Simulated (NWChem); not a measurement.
# C2H6FNSi; SMILES C(/[SiH3])=N/CF

```xyz
11

F      1.1874     0.9917     0.0001
C      0.0103     1.7232     0.0013
N     -1.1682     0.9582     0.0005
C     -1.1654    -0.3129    -0.0002
Si     0.2931    -1.5592    -0.0009
H      0.0153     2.3678    -0.8949
H      0.0156     2.3655     0.8991
H     -2.1705    -0.7723    -0.0007
H      1.1293    -1.4447     1.2279
H     -0.3536    -2.9089    -0.0010
H      1.1283    -1.4442    -1.2304
```
Atoms are numbered in this order, from 1.

Computed with NWChem. Pople sets run with spherical d functions. STO-3G and 3-21G are far too small for this property and stand as cheap habits. Structure relaxed at the PBE0/def2-SVP level. B3LYP is NWChem's, with the RPA form of VWN correlation. GIAO values for the isolated, static molecule; σ is the absolute isotropic shielding, δ = σ(reference) − σ with the isolated reference molecule computed at the same levels (13C: tetramethylsilane, 19F: trichlorofluoromethane, 1H: tetramethylsilane, 15N: ammonia, 29Si: tetramethylsilane).

For level B3LYP/6-311G**:

- δ F1 (ppm): -210.3
- δ C2 (ppm): 100.9
- δ N3 (ppm): 448.8
- δ C4 (ppm): 169.3
- δ Si5 (ppm): -81.9
- δ H6 (ppm): 6.30
- δ H9 (rotor mean) (ppm): 4.25

What are these values for level Hartree-Fock/STO-3G?

The δ F1 (ppm) comes out as -88.9 and the δ C2 (ppm) comes out as 69.9. The δ N3 (ppm) comes out as 326.5, the δ C4 (ppm) is 150.4 and the δ Si5 (ppm) comes out as -69.1. The δ H6 (ppm) comes out as 3.89 and the δ H9 (rotor mean) (ppm) is 1.92.
